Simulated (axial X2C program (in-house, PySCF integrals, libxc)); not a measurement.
## Nuclear properties of TiCN⁻

Computed with an in-house all-electron X2C program for linear molecules (integrals from PySCF): two-component X2C with atomic mean-field Coulomb and Gaunt terms, Gaussian nuclei, basis Ti dyall-v3z, C dyall-v3z, N dyall-av3z with contracted cores.

Ti–C–N held linear, with bonds 2.182 and 1.164 Å (near the PBE0 minimum at charge -1 of the determinant lowest at the starting distance; the state shown can have its own minimum elsewhere, held linear; other orders of the atoms were not compared).

Input and command:
```json
{"zs": [22, 6, 7], "q": -1, "bas": ["dyall-v3z", "dyall-v3z", "dyall-av3z"], "r0": [2.06, 1.16], "symm": 0, "scan": ["PBE0", "HF", "PBE"], "levels": ["PBE0", "HF", "BHandHLYP"], "nst": 2}
```
```bash
python solin.py task.json out
```

Keys: zs atomic numbers; q charge; bas basis sets; r0 starting distance in Å; symm equal bonds; scan levels of the two-bond scan; levels methods; nst determinants followed.

Determinant lowest in the PBE0 search, Ω = 2 (⟨Sz⟩ = -1.00, ⟨Lz⟩ = 3.00 at PBE0), spin on the atoms Ti -1.03, C 0.05, N -0.02:

| level | Eeff magnitude (GV/cm) | Ws magnitude Ti (kHz) | A∥/gI Ti (MHz) | qzz Ti (a.u.) | A∥/gI C (MHz) | qzz C (a.u.) | A∥/gI N (MHz) | qzz N (a.u.) |
| --- | --- | --- | --- | --- | --- | --- | --- | --- |
| PBE0 | 0.0899 | 0.0181 | 231 | -0.90 | 12.2 | -0.70 | 9.71 | -1.07 |
| HF | 0.467 | 0.0942 | 262 | -0.71 | 6.36 | -0.82 | 5.5 | -1.24 |
| BHandHLYP | 0.0255 | 0.00523 | 262 | -0.91 | 6.86 | -0.78 | 7.06 | -1.16 |

Determinant 0.04 eV from it at PBE0 and this distance, Ω = 4 (⟨Sz⟩ = 1.00, ⟨Lz⟩ = 3.00 at PBE0), spin on the atoms Ti 1.03, C -0.05, N 0.02:

| level | Eeff magnitude (GV/cm) | Ws magnitude Ti (kHz) | A∥/gI Ti (MHz) | qzz Ti (a.u.) | A∥/gI C (MHz) | qzz C (a.u.) | A∥/gI N (MHz) | qzz N (a.u.) |
| --- | --- | --- | --- | --- | --- | --- | --- | --- |
| PBE0 | 0.0901 | 0.00902 | 136 | -0.90 | -4.45 | -0.70 | 2.67 | -1.07 |
| HF | 0.611 | 0.0594 | 131 | -0.77 | -2.4 | -0.82 | 2.26 | -1.25 |
| BHandHLYP | 0.0209 | 0.00211 | 126 | -0.91 | -2.2 | -0.78 | 2.4 | -1.16 |

Eeff is the effective electric field on the electron electric dipole moment in this Ω state and Ws the scalar–pseudoscalar constant of the nucleus named (defined with the proton number Z and per Ω); A∥ (defined per Ω) follows by multiplying with gI = μI/(I μN); qzz is the electric field gradient, eQq0 = 234.96 MHz × Q/barn × qzz. The operators were transformed with the bare-nucleus X2C matrices; with these basis sets, hyperfine constants and field gradients can be off by tens of per cent, and where levels differ in sign neither size nor sign is settled.

(1) With gI(47Ti) = -0.3154, Q(47Ti) = 0.302 barn, gI(13C) = 1.4048, gI(14N) = 0.4038, Q(14N) = 0.02044 barn (g factors from the IAEA table of nuclear moments by Stone; Q from Pyykkö, Mol. Phys. 2018), turn the PBE0 values of the first state into constants in MHz.

The molecule was held linear; bending was not examined, so a bent shape may lie lower.

Each state is one determinant with collinear spin, which with several unpaired electrons need not be a pure state. Unrestricted Hartree–Fock can overshoot spin polarisation at the nuclei. In the state Ω = 4 the sign of Eeff differs between levels (HF against PBE0). For an anion, determinants above electron detachment, or with a positive highest level, are held by the basis set. With several open shells hyperfine constants can be off by a factor of several. Where Eeff spreads by more than a factor of two the levels disagree and none is to be relied on. Open-shell Ω = 0 determinants with evenly filled partner blocks cannot be reached by this program, so the Ω shown need not be the lowest component. The search compared states at one distance, so a state with another bond length can lie lower. The sign of Ws at Ti differs between levels in the second state. PBE0 term energies can be off by some tenths of an eV.

## Answers

(1) A∥(47Ti) = 231 × -0.3154 = -72.9 MHz; eQq0(47Ti) = 234.96 × (0.302) × (-0.90) = -63.9 MHz; A∥(13C) = 12.2 × 1.4048 = 17.1 MHz; A∥(14N) = 9.71 × 0.4038 = 3.92 MHz; eQq0(14N) = 234.96 × (0.02044) × (-1.07) = -5.14 MHz.
